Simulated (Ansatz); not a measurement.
C₅H₁₄NSi, doublet, at a GFN2-xTB geometry; Ansatz (an electronic-structure program) with PBE0/pcseg-1.

Ansatz was given this input:
Ansatz 0.2 input:
```yaml
crystal:
  periodic: [false, false, false]
  atoms:
    - {symbol: C, position_ang: [-0.52010405, -0.73735283, -1.95420073]}
    - {symbol: Si, position_ang: [-0.60453952, -0.04825465, -0.23797418]}
    - {symbol: C, position_ang: [-1.59335513, -1.20417502, 0.90345873]}
    - {symbol: C, position_ang: [-1.37106188, 1.69217890, -0.24854698]}
    - {symbol: N, position_ang: [0.97634828, 0.12744080, 0.50880763]}
    - {symbol: C, position_ang: [1.69559356, -1.02444080, 0.98386991]}
    - {symbol: C, position_ang: [1.86511903, 1.18437909, 0.10532634]}
    - {symbol: H, position_ang: [-0.32294206, -0.12088686, -2.81544969]}
    - {symbol: H, position_ang: [-0.45139548, -1.79456139, -2.14975667]}
    - {symbol: H, position_ang: [-1.44128637, -0.97010406, 1.95223950]}
    - {symbol: H, position_ang: [-2.65451044, -1.11761729, 0.69682096]}
    - {symbol: H, position_ang: [-1.32170075, -2.24325751, 0.74988302]}
    - {symbol: H, position_ang: [-0.97319634, 2.29755558, -1.05619549]}
    - {symbol: H, position_ang: [-1.19639159, 2.22073477, 0.68310436]}
    - {symbol: H, position_ang: [-2.44372917, 1.62874213, -0.39552542]}
    - {symbol: H, position_ang: [2.35049052, -1.44614525, 0.21105086]}
    - {symbol: H, position_ang: [0.99547720, -1.79012359, 1.30147696]}
    - {symbol: H, position_ang: [2.32116777, -0.74202936, 1.83591899]}
    - {symbol: H, position_ang: [2.52846275, 0.87273115, -0.71126696]}
    - {symbol: H, position_ang: [1.28970967, 2.04355716, -0.22334432]}
    - {symbol: H, position_ang: [2.49181051, 1.48134794, 0.95158531]}
basis:
  gaussian:
    orbitals: pcseg-1.json
hamiltonian:
  xc: pbe0
magnetization: {spin_polarized: true, initial_magnetization: 1}
```
The basis file holds pcseg-1 in the JSON format of the Basis Set Exchange.

What the program printed (banner, timings and long lists left out):

```
Functional definition: PBE0
1984 factors; their error is unknown
mean field evaluation 1: about -14751.4186 eV, gradient 5.7e1 eV
mean field evaluation 2: about -14746.9994 eV, gradient 6.3e1 eV
mean field evaluation 4: about -14767.1003 eV, gradient 2.0e0 eV
mean field evaluation 8: about -14767.1178 eV, gradient 8.3e-2 eV
mean field evaluation 16: about -14767.1597 eV, gradient 2.9e-4 eV
mean field -14767.15972309 eV, -542.6831102831 hartree, gradient 6.6e-5 eV, S^2 0.754249; 0 other end points of the search recorded, 0 dependent functions left out
reference -14767.15975918 eV, -542.6831116095 hartree; 33, 32 occupied and 139, 140 virtual orbitals, 1984 factors
Total energy: -14767.15975918 eV, -542.6831116095 hartree
```
